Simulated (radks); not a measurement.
The table gives one normalised radial function P(r) = r R(r) of Hf4+ in [Xe] 4f14 (r in bohr). Method: scalar-relativistic Kohn-Sham, r2SCAN, spin-polarised, spherical densities, finite nucleus; meta-GGA in the generalised Kohn-Sham scheme; Fermi nuclear charge, rms radius 5.347 fm; computed with a radial shooting solver on a logarithmic mesh with Libxc functionals.

| r | P |
|---|---|
| 0.001054 | 0.0000 |
| 0.001384 | 0.0000 |
| 0.001831 | 0.0001 |
| 0.002403 | 0.0002 |
| 0.003179 | 0.0004 |
| 0.004173 | 0.0008 |
| 0.005521 | 0.0016 |
| 0.007247 | 0.0034 |
| 0.009589 | 0.0071 |
| 0.01259 | 0.0145 |
| 0.01665 | 0.0296 |
| 0.02186 | 0.0578 |
| 0.02892 | 0.1109 |
| 0.03796 | 0.1996 |
| 0.05023 | 0.3425 |
| 0.06593 | 0.5322 |
| 0.08724 | 0.7442 |
| 0.1145 | 0.8738 |
| 0.1515 | 0.7771 |
| 0.1989 | 0.3368 |
| 0.2631 | -0.4234 |
| 0.3454 | -1.1643 |
| 0.457 | -1.5221 |
| 0.5998 | -1.3326 |
| 0.7936 | -0.8273 |
| 1.042 | -0.3740 |
| 1.378 | -0.1133 |
| 1.809 | -0.0227 |
| 2.394 | -0.0024 |
| 3.142 | -0.0001 |
| 4.157 | 0.0000 |

Which n and l does it have? It may be an empty orbital.

Answer. n = 4, l = 2: the number of nodes gives n - l - 1 = 1, the rise at small r (about r^(l+1), flatter next to the nucleus through relativity) gives l, and the extent must fit the shell. The curve is that of 4d. 4d: eigenvalue -251.43 eV, 1 radial node at r = 0.227 bohr, <r> = 0.535 bohr, 90 % of the charge inside 0.804 bohr.
